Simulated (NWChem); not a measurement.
# Excited singlets of HFOPb by symmetry

```xyz
4

Pb    -0.0277    -0.2651     0.0000
F     -1.3576     1.3149     0.0000
O      1.6410     0.9971     0.0000
H      1.3648     1.9244     0.0000
```
Charge 0, spin multiplicity 1.

The numbers come from NWChem runs, not from measurements. The geometry was optimised at PBE0/def2-SVP with def2 effective core potentials on Pb, a minimum by its harmonic frequencies. It is one conformer; others weren't searched.

Basis set: def2-SVPD. Symmetry labels belong to the abelian group Cs used in the runs, with the axes of the coordinates shown. Entries are the lowest vertical excitation energy of each symmetry in eV (for CIS and TDDFT among the lowest few roots); a state of one symmetry need not have the same character in every method. Symmetries that some method's roots don't reach, or where a double excitation leads the EOM-CCSD root, are left out.

Effective core potentials replace the inner electrons of Pb; spin-orbit coupling is left out. The correlated methods keep 6 core orbitals frozen. B3LYP has NWChem's definition, with VWN1-RPA local correlation. The structure started from a generated list of species. No row is a measurement; the coupled-cluster row has its own basis-set and correlation limits.

```tsv
method	a"	a'
CIS	5.58	7.08
TD-PBE	3.98	4.47
TD-B3LYP	4.28	4.82
TD-PBE0	4.45	5.03
EOM-CCSD	4.74	5.37
```
